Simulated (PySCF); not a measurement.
The vertical singlet excitations below were computed for one of the candidates. Theory: PySCF 2.14.0, density-fitted response routines, TDDFT CAM-B3LYP/def2-SVPD, vertical, gas phase, core orbitals frozen in the response. Geometries: PBE0-D3(BJ)/def2-SVP, one conformer each.

```csv
state,E (eV),f,"main configurations (H = HOMO, L = LUMO)"
S1,6.23,0.0077,"H→L+1 (40%), H→L (21%), H→L+4 (18%)"
S2,6.27,0.021,"H→L (65%), H→L+1 (20%)"
S3,6.59,0.104,"H→L+3 (39%), H→L+2 (27%), H→L+1 (10%)"
S4,6.68,0.0019,"H→L+4 (34%), H→L+2 (29%), H→L+1 (12%)"
S5,7.03,0.015,"H-1→L (29%), H→L+6 (18%), H→L+3 (17%)"
S6,7.17,0.137,"H-1→L (20%), H-1→L+2 (19%), H-1→L+3 (13%)"
S7,7.40,0.091,"H-1→L+2 (18%), H-1→L (17%), H-1→L+3 (12%)"
S8,7.48,0.034,"H→L+7 (21%), H-1→L+1 (9%), H-2→L (9%)"
S9,7.57,0.113,"H-1→L+1 (40%), H→L+4 (12%)"
S10,7.66,0.026,"H-2→L (44%), H→L+6 (9%)"
```

Triplets computed (Tamm–Dancoff): 5.48, 5.59, 6.22, 6.30 eV.

Task: Which candidate is it? All have the formula C3H11PSi2.
A. `C[SiH2]/C=C/[SiH2]P`
B. `C[Si]1(P)C[SiH2]C1`
C. `C[SiH2]/C=C\[SiH2]P`

Result: B. Its S1, at 6.23 eV, is the highest among the candidates; the nearest of the others has S1 at 5.78 eV. S1 is HOMO→LUMO+1 (40%), HOMO→LUMO (21%), HOMO→LUMO+4 (18%). Löwdin shares by element: HOMO phosphorus 45%, silicon 18%, carbon 15% or more (atoms not listed hold the other 22%); LUMO silicon 26%, phosphorus 16%, carbon 9% or more (atoms not listed hold the other 50%). At the same level the other candidates give, for their lowest levels:
- `C[SiH2]/C=C\[SiH2]P`: 5.66 eV (f 0.030); 5.91 eV (f 0.124); 6.36 eV (f 0.207); 6.50 eV (f 0.024); 6.75 eV (f 0.045); T1 3.86 eV; HOMO -8.62, LUMO -0.06 eV
- `C[SiH2]/C=C/[SiH2]P`: 5.78 eV (f 0.003); 6.35 eV (f 0.046); 6.52 eV (f 0.114); 6.57 eV (f 0.278); 6.73 eV (f 0.150); T1 4.03 eV; HOMO -8.75, LUMO 0.17 eV

Conformer computed: `[CH3:1][Si:2]1([PH2:3])[CH2:4][SiH2:5][CH2:6]1`: H–P3–Si2–C1 171°, H–P3–Si2–C1 77°.
